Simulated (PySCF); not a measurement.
C4H7O2S, doublet, geometry from GFN2-xTB, with bond 8-4 at 1.25 times its length; HF/STO-3G (PySCF).

Input for PySCF:
```python
from pyscf import gto, scf

mol = gto.Mole()
mol.atom = '''
    O     1.205823    0.637038    1.264430
    S     0.597316    0.463778   -0.027910
    O     1.210889    1.144902   -1.138287
    C    -1.126853    0.814592    0.030437
    C    -1.900073   -0.428662   -0.030210
    C    -0.949493   -1.578014    0.338865
    C     0.366713   -1.318432   -0.361470
    H    -1.619487    2.044576   -0.149432
    H    -2.769753   -0.400090    0.634802
    H    -2.297540   -0.588655   -1.044897
    H    -0.777751   -1.562501    1.416426
    H    -1.378335   -2.542879    0.066763
    H     0.310411   -1.443787   -1.438798
    H     1.201420   -1.873523    0.050853
'''
mol.basis = 'sto-3g'
mol.charge = 0
mol.spin = 1
mol.verbose = 4
mol.build()

mf = scf.UHF(mol)
mf.kernel()
mo_i, mo_e, stable_i, stable_e = mf.stability(internal=True, external=True, return_status=True, nroots=6, tol=1e-6)
print('internally stable:', stable_i, ' externally stable:', stable_e)
if not stable_i:
    umf = mf.copy()
    umf.scf_summary = {}
    umf.kernel(umf.make_rdm1(mo_i, mf.mo_occ))
```

**Question.** Predict the main parts of the log of this PySCF run.

**Answer.** 
```
PySCF version 2.14.0

[INPUT] verbose = 4
[INPUT] num. atoms = 14
[INPUT] num. electrons = 63
[INPUT] charge = 0
[INPUT] spin (= nelec alpha-beta = 2S) = 1
[INPUT] symmetry False subgroup None
[INPUT] Mole.unit = angstrom
[INPUT] Symbol           X                Y                Z      unit          X                Y                Z       unit  Magmom
[INPUT]  1 O      1.205823000000   0.637038000000   1.264430000000 AA    2.278675224701   1.203827350941   2.389426403684 Bohr   0.0
[INPUT]  2 S      0.597316000000   0.463778000000  -0.027910000000 AA    1.128763649821   0.876413402599  -0.052742256137 Bohr   0.0
[INPUT]  3 O      1.210889000000   1.144902000000  -1.138287000000 AA    2.288248577248   2.163551219467  -2.151050681153 Bohr   0.0
[INPUT]  4 C     -1.126853000000   0.814592000000   0.030437000000 AA   -2.129443552645   1.539355783262   0.057517594053 Bohr   0.0
[INPUT]  5 C     -1.900073000000  -0.428662000000  -0.030210000000 AA   -3.590617586681  -0.810053780008  -0.057088626223 Bohr   0.0
[INPUT]  6 C     -0.949493000000  -1.578014000000   0.338865000000 AA   -1.794281727192  -2.982014280729   0.640362043201 Bohr   0.0
[INPUT]  7 C      0.366713000000  -1.318432000000  -0.361470000000 AA    0.692987136318  -2.491475393863  -0.683079302247 Bohr   0.0
[INPUT]  8 H     -1.619487000000   2.044576000000  -0.149432000000 AA   -3.060386892293   3.863688680859  -0.282385554246 Bohr   0.0
[INPUT]  9 H     -2.769753000000  -0.400090000000   0.634802000000 AA   -5.234074602692  -0.756060525177   1.199601923326 Bohr   0.0
[INPUT] 10 H     -2.297540000000  -0.588655000000  -1.044897000000 AA   -4.341721360233  -1.112396731856  -1.974569158380 Bohr   0.0
[INPUT] 11 H     -0.777751000000  -1.562501000000   1.416426000000 AA   -1.469736383107  -2.952698959359   2.676657215713 Bohr   0.0
[INPUT] 12 H     -1.378335000000  -2.542879000000   0.066763000000 AA   -2.604675657902  -4.805344877908   0.126163785254 Bohr   0.0
[INPUT] 13 H      0.310411000000  -1.443787000000  -1.438798000000 AA    0.586591776052  -2.728362012207  -2.718934168572 Bohr   0.0
[INPUT] 14 H      1.201420000000  -1.873523000000   0.050853000000 AA    2.270354760575  -3.540445358074   0.096098242613 Bohr   0.0

nuclear repulsion = 417.478254209937
number of shells = 30
number of NR pGTOs = 138
number of NR cGTOs = 46
basis = sto-3g
ecp = {}

******** <class 'pyscf.scf.uhf.UHF'> ********
method = UHF
initial guess = minao
damping factor = 0
level_shift factor = 0
DIIS = <class 'pyscf.scf.diis.CDIIS'>
diis_start_cycle = 1
diis_space = 8
diis_damp = 0
SCF conv_tol = 1e-09
SCF conv_tol_grad = None
SCF max_cycles = 50
direct_scf = True
direct_scf_tol = 1e-13
number electrons alpha = 32  beta = 31
Set gradient conv threshold to 3.16228e-05
init E= -696.414275607402

cycle= 1 E= -693.787874666325  delta_E= 2.63  |g|= 0.591  |ddm|= 3.55
cycle= 2 E= -694.024558725729  delta_E= -0.237  |g|= 0.313  |ddm|=  1.6
cycle= 3 E= -694.092829625736  delta_E= -0.0683  |g|= 0.0647  |ddm|= 0.573
cycle= 4 E= -694.098551435443  delta_E= -0.00572  |g|= 0.0239  |ddm|= 0.165
cycle= 5 E= -694.09972235581  delta_E= -0.00117  |g|= 0.0114  |ddm|= 0.084
cycle= 6 E= -694.100078361737  delta_E= -0.000356  |g|= 0.00606  |ddm|= 0.0482
cycle= 7 E= -694.100194152618  delta_E= -0.000116  |g|= 0.00336  |ddm|= 0.0267
cycle= 8 E= -694.100238096539  delta_E= -4.39e-05  |g|= 0.00108  |ddm|= 0.0225
cycle= 9 E= -694.100241593108  delta_E= -3.5e-06  |g|= 0.000423  |ddm|= 0.00617
cycle= 10 E= -694.100242027107  delta_E= -4.34e-07  |g|= 0.000218  |ddm|= 0.00165
cycle= 11 E= -694.100242154656  delta_E= -1.28e-07  |g|= 9.38e-05  |ddm|= 0.00102
cycle= 12 E= -694.100242181277  delta_E= -2.66e-08  |g|= 3.99e-05  |ddm|= 0.000525
cycle= 13 E= -694.100242185972  delta_E= -4.69e-09  |g|= 2.32e-05  |ddm|= 0.000195
cycle= 14 E= -694.100242187908  delta_E= -1.94e-09  |g|= 1.37e-05  |ddm|= 0.000134
cycle= 15 E= -694.100242188754  delta_E= -8.46e-10  |g|= 7.04e-06  |ddm|= 0.000107
Extra cycle  E= -694.100242188856  delta_E= -1.02e-10  |g|= 5.42e-06  |ddm|= 2.02e-05
converged SCF energy = -694.100242188856  <S^2> = 0.78891093  2S+1 = 2.0385396
uhf_internal: lowest eigs of H = [0.26162853 0.37916561 0.38567063 0.4257035  0.4299076  0.48698564]
<class 'pyscf.scf.uhf.UHF'> wavefunction is stable in the internal stability analysis
uhf_real2complex: lowest eigs of H = [0.22145421 0.25575019 0.26693207 0.27431894 0.28130816 0.29550333]
<class 'pyscf.scf.uhf.UHF'> wavefunction is stable in the real -> complex stability analysis
uhf_external: lowest eigs of H = [-4.58017459e-07  1.30632289e-01  1.81395362e-01  1.90644158e-01
  2.10752509e-01  2.13583559e-01]
<class 'pyscf.scf.uhf.UHF'> wavefunction is stable in the UHF/UKS -> GHF/GKS stability analysis
internally stable: True  externally stable: True
```
